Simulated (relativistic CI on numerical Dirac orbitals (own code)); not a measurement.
**Lu LXII: sensitivity of the levels to the model**

Base calculation: Dirac-Coulomb-Breit CI, KLI orbitals optimised for each configuration, model QED (radiative potential, 1s self-energy scaled to tabulated hydrogen-like ionisation energies), unscaled Slater integrals.

CI space (outside the closed core 1s2): 2s²2p⁶, 2s²2p⁵3s, 2s²2p⁵3p, 2s²2p⁵3d, 2s2p⁶3s, 2s2p⁶3p, 2s2p⁶3d, 2s²2p⁵4s, 2s²2p⁵4p, 2s²2p⁵4d, 2s²2p⁵4f, 2s²2p⁴3s², 2s2p⁶4s, 2s²2p⁴3s3p, 2s2p⁶4p, 2s2p⁶4d. Levels of other configurations are missing.

The lowest level and the first level of each name with at least 55 % of one term (blank where a level has no safe partner in the second run):

| Level | Base (eV) | Shift (eV) |
| --- | --- | --- |
| 2s²2p⁶ ¹S0 | 0.00 | 0.00 |
| 2s²2p⁵3s ³P°2 | 7607.50 | +17.22 |
| 2s²2p⁵3s ¹P°1 | 7615.58 | +16.84 |
| 2s²2p⁵3p ³D3 | 8059.13 | +17.75 |
| 2s²2p⁵3p ¹P1 | 8059.47 | +17.13 |
| 2s²2p⁵3p ³P2 | 8071.42 | +16.14 |
| 2s²2p⁵3p ¹S0 | 8125.53 | +14.52 |
| 2s²2p⁵3d ³P°0 | 8209.86 | +14.55 |
| 2s²2p⁵3d ³P°1 | 8219.33 | +17.13 |
| 2s²2p⁵3d ³F°4 | 8288.97 | +21.38 |
| 2s²2p⁵3d ³D°3 | 8305.25 | +19.70 |
| 2s²2p⁵3d ¹P°1 | 8333.47 | +20.83 |
| 2s²2p⁵3s ³P°0 | 8754.23 | +29.50 |
| 2s²2p⁵3s ³P°1 | 8757.63 | +30.57 |

At this charge energies of transitions that change n are usually good to better than 1 %, and those within a shell (Δn = 0) to a few per cent.

One thing was changed in a second run, which moved the levels as shown. Which?
A. Breit term removed
B. P86 correlation estimate
C. configuration mixing switched off
D. QED terms removed

A. Breit term removed. The Breit term mainly narrows fine-structure intervals, so removing it widens them.

LS names give the leading component of a level, which can be under half, so a name can repeat, a term be missing and a line seem to break the LS rules.
